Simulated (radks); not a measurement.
The numbers below are computed, except where a source is named.
The argon ion Ar10+ is in [He] 2s2 2p4. Level of theory: non-relativistic Kohn-Sham, PBE, spin-polarised, spherical densities, point nucleus (a radial shooting solver on a logarithmic mesh with Libxc functionals). Open shells are filled with parallel spins first. One electron is removed from 2s, 2p, 1s in turn, with full relaxation. Which removal costs least, and what does each cost?

Answer. 2p 537.99 eV; 2s 591.87 eV; 1s 3535.9 eV. The 2p electron leaves first.
